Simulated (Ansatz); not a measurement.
Several settings on one geometry of `C#CCCCCCCCCCC=C` (that of the charge 0 singlet, PBE-D4/def2-SVP). Ansatz on 4 threads of Arm Neoverse V2 on a shared host; times are rough.

```xyz
35

C     0.959    2.416   -0.667
C     1.813    1.634   -1.064
C     2.793    0.642   -1.504
C     3.522   -0.092   -0.352
C     2.602   -0.591    0.770
C     1.419   -1.444    0.306
C     0.460   -1.810    1.444
C    -0.874   -2.422    0.988
C    -1.685   -1.562    0.003
C    -1.951   -0.127    0.470
C    -2.782    0.691   -0.534
C    -3.053    2.096   -0.077
C    -2.696    3.216   -0.732
H     0.192    3.099   -0.327
H     2.268   -0.099   -2.147
H     3.544    1.127   -2.165
H     4.084   -0.941   -0.800
H     4.283    0.588    0.085
H     2.199    0.293    1.312
H     3.210   -1.153    1.512
H     1.779   -2.369   -0.202
H     0.856   -0.875   -0.463
H     0.962   -2.509    2.148
H     0.256   -0.892    2.039
H    -0.687   -3.414    0.521
H    -1.495   -2.625    1.889
H    -2.655   -2.067   -0.198
H    -1.167   -1.526   -0.981
H    -2.468   -0.144    1.456
H    -0.990    0.404    0.637
H    -2.264    0.710   -1.518
H    -3.753    0.168   -0.702
H    -3.582    2.192    0.891
H    -2.927    4.216   -0.334
H    -2.170    3.169   -1.702
```

Totals from different functionals, basis sets or treatments of relativity can't be compared as stabilities.

Correlated methods freeze 13 core orbitals.

Give the basis size and estimate the energy, ⟨S²⟩, dipole and time of these runs.

```json
{"run": "1", "method": "RKS revPBE-D3(BJ)-ATM/def2-mTZVP", "charge": "0", "state": "singlet", "further keys": "forces asked"}
{"run": "2", "method": "UKS B97/STO-3G", "charge": "0", "state": "singlet", "further keys": "forces asked"}
{"run": "3", "method": "RKS PBE0-DH/STO-3G", "charge": "0", "state": "singlet", "further keys": "nuclear_model: gaussian; scf: {lower_state_search: light}"}
{"run": "4", "method": "RKS revPBE/def2-SVPD", "charge": "0", "state": "singlet", "further keys": "forces asked"}
```


```
run  functions  energy (Eh)  ⟨S²⟩  dipole (D)  wall time
  1        313    -508.5968     –        1.09       11 s
  2         87    -502.3135  0.00        0.85       15 s
  3         87    -501.7226     –           –      4.2 s
  4        436    -508.0479     –        1.14       22 s
```
